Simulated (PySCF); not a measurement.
C₃H₄BFO. Atoms are numbered in the order given.

```xyz
10

O      1.8438     0.8299     0.0107
B      0.5550     0.5519     0.2799
C     -0.7430     1.3847     0.2947
C     -1.4031     0.2335     0.0108
C     -0.3331    -0.7906     0.2989
F     -0.1107    -1.7259    -0.6948
H      2.3829     0.0371    -0.0841
H     -1.1229     2.4071     0.3269
H     -2.4258     0.0543    -0.3497
H     -0.4882    -1.3293     1.2490
```
Charge 0, spin multiplicity 1.

Geometry: PBE0-D3(BJ)/def2-SVP. The structure was generated by enumeration; whether it is a known compound was not checked. Other conformers were not sampled.

Level of theory: CAM-B3LYP/def2-TZVP run with PySCF.

```json
{
 "total_energy": "-316.64158 hartree",
 "highest_occupied_level": "-9.36 eV",
 "lowest_empty_level": "0.32 eV",
 "orbital_gap": "9.67 eV",
 "dipole_moment": "1.08 D",
 "quadrupole, principal values (traceless, Buckingham form, about the centre of nuclear charge)": "-8.32, -0.81, 9.14 D·Å",
 "mean_static_polarisability": "48.8 bohr³ (7.23 Å³)",
 "polarisability_principal_values": "36.4, 53.7, 56.3 bohr³"
}
```
